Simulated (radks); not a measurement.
Question: The bromine anion Br-, [Kr], held by a Watson sphere: a shell of charge +1.4 at radius R that stands for the Madelung well of a crystal (potential energy -1.4/R inside, -1.4/r outside, in hartree with lengths in bohr). Method: scalar-relativistic Kohn-Sham, LDA (Slater exchange, VWN5 correlation), spin-polarised, spherical densities, finite nucleus; Fermi nuclear charge, rms radius of each element as measured or else 0.836 A^(1/3) + 0.57 fm; computed with a radial shooting solver on a logarithmic mesh with Libxc functionals. Response by self-consistent Sternheimer equations with the Hartree and adiabatic LDA kernel, the relativistic mass of each level held fixed and spin-orbit coupling left out. The sphere does not respond.

| R (bohr) | e(3d) (eV) | e(4s) (eV) | e(4p) (eV) | <r> 4p (bohr) | sum of <r^2> (bohr^2) | X-ray form factor at sin(theta)/lambda = 0.1 1/angstrom | alpha (bohr^3) |
|---|---|---|---|---|---|---|---|
| 2.56 | -68.873 | -23.482 | -11.554 | 2.125 | 45.93 | 33.090 | 23.18 |
| 3.26 | -67.740 | -21.886 | -10.113 | 2.204 | 48.81 | 32.966 | 29.55 |
| 3.33 | -67.629 | -21.744 | -9.976 | 2.210 | 49.04 | 32.956 | 30.21 |
| 3.46 | -67.424 | -21.488 | -9.729 | 2.221 | 49.46 | 32.940 | 31.42 |
| 3.71 | -67.037 | -21.023 | -9.273 | 2.239 | 50.19 | 32.914 | 33.73 |
| 4.6 | -65.780 | -19.619 | -7.866 | 2.283 | 52.09 | 32.852 | 41.37 |

Estimate the row for R = 3.64 bohr.

Answer: e(3d) (eV) -67.144; e(4s) (eV) -21.150; e(4p) (eV) -9.398; <r> 4p (bohr) 2.234; sum of <r^2> (bohr^2) 50.00; X-ray form factor at sin(theta)/lambda = 0.1 1/angstrom 32.921; alpha (bohr^3) 33.09.
